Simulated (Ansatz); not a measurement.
Stepwise reaction of `[NH2][Ta]([NH2])([NH2])=[S]` with water, as a gas-phase model of exchange steps in deposition or etching. ΔE in kJ/mol; ΔG adds harmonic PBE0-D4 terms to CCSD(T)/CBS, at 1 bar.

Computed with Ansatz on PBE0-D4/def2-TZVP structures; ΔE is electronic, products minus reactants. CCSD(T)/CBS adds triple-zeta CCSD(T) − MP2 to the extrapolated MP2 energy (def2 sets, frozen cores). This one scheme is used for every species. DFT in def2-TZVPP. B3LYP here is the variant with VWN-RPA as its local correlation; programs differ in this. Elements past krypton have def2 core potentials. For Ta outer-core shells are correlated without core-valence functions, which leaves a few kJ/mol of doubt a bond. Each species was taken in one conformer, which may not be the lowest.

```csv
step,reaction,PBE-D4,B3LYP-D4,ωB97M-V,CCSD(T)/CBS,ΔG(400 K)
1,`[NH2][Ta]([NH2])([NH2])=[S]` + H₂O → `[NH2][Ta]([NH2])([OH])=[S]` + NH₃,-53.5,-56.2,-55.9,-49.4,-54.9
2,`[NH2][Ta]([NH2])([OH])=[S]` + H₂O → `[NH2][Ta]([OH])([OH])=[S]` + NH₃,-53.5,-55.2,-55.9,-49.3,-44.7
```

(1) Give the row of step 3, `[NH2][Ta]([OH])([OH])=[S]` + H₂O → `[OH][Ta]([OH])([OH])=[S]` + NH₃. (Estimate.)

(2) By hand: ΔE of the 3 steps together at CCSD(T)/CBS.

Results:

(1) Computed: 
```json
{"step": "3", "reaction": "`[NH2][Ta]([OH])([OH])=[S]` + H₂O → `[OH][Ta]([OH])([OH])=[S]` + NH₃", "PBE-D4": "-50.2", "B3LYP-D4": "-51.6", "ωB97M-V": "-52.1", "CCSD(T)/CBS": "-45.6", "ΔG(400 K)": "-39.3"}
```

(2) (-49.4) + (-49.3) + (-45.6) = -144.3 kJ/mol, or -48.1 kJ/mol a step.

In ΔE the steps differ by no more than 3.8 kJ/mol. All are downhill at CCSD(T)/CBS. ΔG lies between -54.9 and -39.3 kJ/mol a step. PBE-D4 differs from CCSD(T)/CBS by -4.6 to -4.1 kJ/mol a step. Only this route is followed, and other bonds may react first. Isolated molecules leave out the surface, adducts and barriers. Largest T1 diagnostic: 0.020.
